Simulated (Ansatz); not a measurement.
Redistribution: C2H8O2Si + SiH(SiH3)Br2 → CH8O2Si2 + SiH(CH3)Br2

Species: C2H8O2Si `CO[SiH](C)O`, singlet; SiH(SiH3)Br2, singlet; CH8O2Si2 `CO[SiH](O)[SiH3]`, singlet; SiH(CH3)Br2, singlet. The partners trade CH3 for SiH3; both sit on Si, so the bond types are kept.

Shapes, held fixed at every level: PBE0-D4/def2-TZVP. Flexible molecules stand in one conformer, not always the lowest. Programs: Ansatz 0.2.0. Electronic energies: no zero-point or thermal term.

```
               level                    kind  ΔE (kJ/mol)  less CCSD(T)/def2-TZVPP
   PBE-D4/def2-TZVPP                     GGA         +4.4                     -0.6
r2SCAN-D4/def2-TZVPP                meta-GGA         +6.0                     +1.0
 B3LYP-D4/def2-TZVPP           global hybrid         +5.7                     +0.7
  wB97M-V/def2-TZVPP  range-separated hybrid         +5.2                     +0.2
      MP2/def2-TZVPP     perturbation theory         +4.8                     -0.2
     CCSD/def2-TZVPP   coupled cluster or CI         +5.5                     +0.5
  CCSD(T)/def2-TZVPP   coupled cluster or CI         +5.0                      0.0
```

The highest level, CCSD(T)/def2-TZVPP, gives ΔE = +5.0 kJ/mol; the levels span +4.4 to +6.0. The column of differences is taken from that level and isn't an error. No measured value is set beside it here. Relativity is left out for Br unless named. Correlated rows may include outer-core shells of Br, which these sets cover unevenly.
